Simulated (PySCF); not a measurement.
**Dipole response of Tc³⁺ (technetium, charge +3)**

[Kr] 4d4, high-spin 5D determinant. All numbers are calculated (PySCF 2.14, a scalar-relativistic core potential, in aug-cc-pVTZ-PP with ECP28MDF). Coupled (time-dependent) response in atomic units; α is the mean over directions.

| method | mean α (bohr³) | α xx, yy, zz | C₆ (like pair) | S(−4) |
| --- | --- | --- | --- | --- |
| UHF | 5.092 | 4.872, 4.872, 5.532 | 22.87 | 5.915 |
| PBE | 5.589 | 5.360, 5.360, 6.048 | 25.29 | 8.259 |
| PBE0 | 5.404 | 5.180, 5.180, 5.853 | 24.41 | 7.307 |

S(−4) is the Cauchy moment in α(ω) = α(0) + S(−4) ω² + …

Spin-orbit coupling is absent.

α(iu) at UHF:

| u (hartree) | α(iu) (bohr³) |
| --- | --- |
| 0 | 5.092 |
| 0.0500 | 5.077 |
| 0.100 | 5.034 |
| 0.200 | 4.873 |
| 0.300 | 4.642 |
| 0.500 | 4.095 |
| 0.750 | 3.435 |
| 1.00 | 2.875 |
| 1.50 | 2.044 |
| 2.00 | 1.491 |
| 3.00 | 0.8612 |
| 5.00 | 0.3739 |

For an ion, C₆ is the dispersion term alone; charge-induced terms of lower order in 1/R come first.

The components differ because the open shell of this determinant is not spherical; for a pure term their mean is the scalar polarisability.

Energies and moments cover only the electrons outside the core potential.
